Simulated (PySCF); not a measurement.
## Calculated properties of `NCC#C[C@@H]1C[C@@H]1F`

Compound: C6H8FN.
Cartesian coordinates in Å at the PBE0-D3(BJ)/def2-SVP level; atoms count from 1:
```
atom  x, y, z in Å
N1     2.9096   -0.7850    1.0863
C2     1.9209   -1.7030    0.5484
C3     0.6289   -1.1026    0.1934
C4    -0.4142   -0.5417   -0.0727
C5    -1.6556    0.1136   -0.3772
C6    -1.7045    1.2231   -1.4195
C7    -1.8543    1.5533    0.0167
F8    -0.8333    2.1862    0.6325
H9     3.0829   -0.0412    0.4122
H10    2.5275   -0.3219    1.9094
H11    1.7506   -2.5098    1.2818
H12    2.3466   -2.2021   -0.3389
H13   -2.5453   -0.5217   -0.3016
H14   -0.7476    1.4909   -1.8735
H15   -2.5741    1.2850   -2.0780
H16   -2.8275    1.8543    0.4182
```

Among its groups: alkyne, amine, C–F bond and cyclopropane ring.

**PBE0-D3(BJ)/def2-SVP geometry optimisation, gas phase (PySCF)**

```
Point group                  : C1
Rotational constants A, B, C : 4.249, 0.971, 0.851 GHz
```

From CAM-B3LYP/def2-SVPD ground state, ΔSCF and vertical TDDFT (core frozen in the response) (PySCF):

```
Dipole moment                                                     : 2.57 D
HOMO energy                                                       : -8.32 eV
LUMO energy                                                       : 1.23 eV
HOMO–LUMO gap                                                     : 9.55 eV
Lowest singlet excitation                                         : 5.96 eV (208 nm, f = 0.004)
Strongest line among the 10 lowest singlet transitions            : S8 at 7.70 eV (161 nm, f = 0.181)
Lowest triplet excitation (Tamm–Dancoff)                          : 5.15 eV
Static isotropic polarisability                                   : 80.1 au
Vertical ionisation energy                                        : 9.09 eV
Electronic spatial extent ⟨r²⟩ about the centre of nuclear charge : 1340 bohr²
```

KT3/pcSseg-1 ground state and GIAO shieldings, non-relativistic (PySCF):

```
13C chemical shifts (computed TMS as zero) by class         : 78.1 (C3), 75.0 (C4), 71.2 (C7), 37.5 (C2), 16.3 (C6), 10.3 (C5) ppm
1H chemical shifts (computed TMS as zero) by class          : 4.19 (H16), 3.50 (H11), 3.49 (H12), 1.35 (H13), 0.83 (H15), 0.72 (H14), 0.35 (H9/H10) ppm
Isotropic shieldings of nuclei other than C and H, by class : 214 (N1), 397 (F8) ppm
```

**B3LYP/pcJ-1 indirect spin-spin coupling, non-relativistic, gas phase; spin–dipole term left out for some pairs (PySCF)**

```
Largest of the computed one-bond spin–spin couplings (means over like bonds) : 19F–13C -296.7 (F8–C7), 13C–1H +203.1 (C7–H16), 13C–13C +196.1 (C3–C4), 13C–1H +172.3 (C5–H13), 13C–1H +171.9 (C6–H15), 13C–1H +171.4 (C6–H14), 13C–1H +144.7 (C2–H12), 13C–1H +144.2 (C2–H11) Hz
```

Monoisotopic mass (most abundant isotopes): 113.0641 u.

In atomic units the dipole is 1.01 e·bohr (1 au = 2.5417 D). The rotational constants make it an asymmetric top with κ = (2B − A − C)/(A − C) = -0.93, nearer the prolate limit (−1). The vertical singlet–triplet gap S1 − T1 is 0.81 eV (TDDFT singlet less Tamm–Dancoff triplet). The principal polarisabilities are 63.5, 67.6 and 109.2 au; their mean is the isotropic value. The polarisability is 11.87 Å³ as a volume (1 au = 0.148185 Å³), or 1.34 au for each of the 60 electrons. The 10 singlets span 5.96 to 7.89 eV, and their oscillator strengths add up to 0.36. No computed singlet falls in the visible range (750 to 380 nm, 1.65 to 3.26 eV); S1 lies 2.70 eV above its blue end. A dipole of 2.57 D is allowed in C1, and pure rotational transitions are dipole-allowed.

One conformer stands for the species.
